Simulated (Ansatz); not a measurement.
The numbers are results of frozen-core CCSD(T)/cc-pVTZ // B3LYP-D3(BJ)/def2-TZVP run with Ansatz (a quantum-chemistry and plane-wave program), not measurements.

Ansatz 0.2 input:
```yaml
crystal:
  periodic: [false, false, false]
  atoms:
    - { symbol: O, position_ang: [1.570196, -0.581763, 0.24819] }
    - { symbol: Al, position_ang: [-0.000006, -0.000005, 0.000015] }
    - { symbol: O, position_ang: [-0.251017, 1.638163, -0.344886] }
    - { symbol: O, position_ang: [-1.31918, -1.056402, 0.096762] }
    - { symbol: H, position_ang: [2.346147, -0.021629, 0.203344] }
    - { symbol: H, position_ang: [-1.120721, 2.011882, -0.492562] }
    - { symbol: H, position_ang: [-1.225418, -1.990244, 0.289135] }
basis:
  gaussian: { orbitals: cc-pVTZ }
correlation:
  method: ccsd_t
```

Output:

```
Functional definition: HF
1000 factors; integrals over basis functions are off by at most 7.4e-4 eV
mean field evaluation 1: about -12743.4909 eV, gradient 6.1e1 eV
mean field evaluation 2: about -12743.5925 eV, gradient 6.1e1 eV
mean field evaluation 4: about -12749.5810 eV, gradient 2.4e0 eV
mean field evaluation 8: about -12749.6234 eV, gradient 1.7e-1 eV
mean field evaluation 16: about -12747.0411 eV, gradient 4.0e1 eV
mean field -12749.62356748 eV, -468.5400240997 hartree, gradient 1.4e-6 eV, S^2 0.000000; 0 other end points of the search recorded, 0 dependent functions left out
8 core orbitals not correlated
reference -12749.62356748 eV, -468.5400240997 hartree; 12, 12 occupied and 146, 146 virtual orbitals, 1000 factors
second order -21.93574740 eV of doubles, -0.00000000 eV of singles
cycle   1  -21.56202729 eV  change    3.7e-1 eV  update   9.2e-2
cycle   2  -21.99648282 eV  change   -4.3e-1 eV  update   2.6e-2
cycle   3  -22.10863572 eV  change   -1.1e-1 eV  update   1.3e-2
cycle   4  -22.09175124 eV  change    1.7e-2 eV  update   3.0e-3
cycle   5  -22.09009871 eV  change    1.7e-3 eV  update   1.3e-3
cycle   6  -22.09084112 eV  change   -7.4e-4 eV  update   3.9e-4
cycle   7  -22.09059117 eV  change    2.5e-4 eV  update   1.5e-4
cycle   8  -22.09052458 eV  change    6.7e-5 eV  update   4.8e-5
cycle   9  -22.09054249 eV  change   -1.8e-5 eV  update   1.9e-5
perturbative correction -0.75123142 eV, -0.0276072456 hartree
Total energy: -12772.46534139 eV, -469.3794438082 hartree
```

Cost: roughly 50 core-seconds.
